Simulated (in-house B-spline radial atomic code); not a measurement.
Values are calculated unless marked as measured or tabulated.
**Softness against transferability: the 3d channel of Rb**

Rb, [Kr] 5s1, non-relativistic PBE, spherical and spin-unpolarised, from an all-electron radial atomic-structure program (B-spline basis) (atomic units). The all-electron 3d level is ε = -3.906397 hartree and its outer maximum at 0.39 bohr.

Troullier-Martins pseudo-orbitals are made for several radii. The cutoffs (hartree) are the plane-wave energies beyond which the orbital holds less than the named kinetic energy per electron. The phase error is the difference, pseudo minus all-electron, of arctan(R P'/P) at R = 1.96 bohr for all radii, half a hartree below and above the level.

```
r_c (bohr)  V_l(0) (hartree)  cutoff for 10 mEh  for 1 mEh  for 0.1 mEh  phase error at ε − 0.5 (mrad)  at ε + 0.5 (mrad)
      0.89            -61.53                140        166          295                           0.0               +0.1
      1.03            -51.56                114        137          237                           +0.1               +0.2
      1.18            -43.92               95.2        115          194                           +0.2               +0.5
      1.34            -37.85               79.9       96.9          161                           +0.5               +1.1
      1.49            -33.45               68.7       83.5          137                           +1.0               +2.1
      1.66            -29.53               58.8       71.5          117                           +2.3               +4.5
```

Problem. Which radius needs the lowest cutoff for 0.1 mEh while both phase errors stay within 1.2 mrad?

Solution. The radii within that limit are 0.89, 1.03, 1.18, 1.34 bohr; of these r_c = 1.34 needs the least, 161 hartree, that is 322 Ry or 4381 eV.

Problem. What does the larger radius buy, and what does it cost?

Solution. From r_c = 0.89 to 1.66 bohr the cutoff for 1 mEh goes from 166 to 71.5 hartree, a factor of 2.32, against 3.48 for a pure 1/r_c² scaling, end to end; step by step it is 166, 137, 115, 96.9, 83.5, 71.5, and for 0.1 mEh 295, 237, 194, 161, 137, 117; the number of plane waves goes as the cutoff to the power 3/2, here a factor of 3.5. The larger of the two phase errors is least at r_c = 0.89 bohr, 0.1 mrad; it is 0.1 at the smallest radius and 4.5 at the largest. These errors test the reference atom alone. Large radii also let the cores of neighbours overlap, which an atom doesn't show.
